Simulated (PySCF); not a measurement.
Excitations are Tamm–Dancoff values on a coarser integration grid. The basis has no diffuse functions, so Rydberg states are missing or too high.

**H4Br2N2Si, SMILES `Br[Si](Br)(N)N` (charge 0, multiplicity 1)**

Calculation: PBE-D3(BJ)/def2-TZVP // PBE0-D3(BJ)/def2-TZVP (PySCF 2.14.0).

- HOMO = -6.43 eV
- dipole moment = 2.44 D
- HOMO–LUMO gap = 5.71 eV
- LUMO = -0.71 eV
- S1 excitation (TDA) = 5.86 eV
- S1 oscillator strength = 0.005
- T1 excitation (TDA) = 5.58 eV
- S1–T1 gap (TDA) = 0.28 eV
- total energy = -5548.9048 Ha
- cost = around 5 core-minutes (rough)

Bonds (Å): N1–Si2 1.691, N1–H6 1.008, N1–H7 1.007, Si2–N3 1.691, Si2–Br4 2.227, Si2–Br5 2.227, N3–H8 1.008, N3–H9 1.007. Bond angles (°): Si2–N1–H6 119.5, Si2–N1–H7 120.2, H6–N1–H7 112.5, N1–Si2–N3 108.8, N1–Si2–Br4 104.5, N1–Si2–Br5 116.7, N3–Si2–Br4 116.7, N3–Si2–Br5 104.5, Br4–Si2–Br5 106.1, Si2–N3–H8 119.5, Si2–N3–H9 120.2, H8–N3–H9 112.5.
Charge 0, spin multiplicity 1.
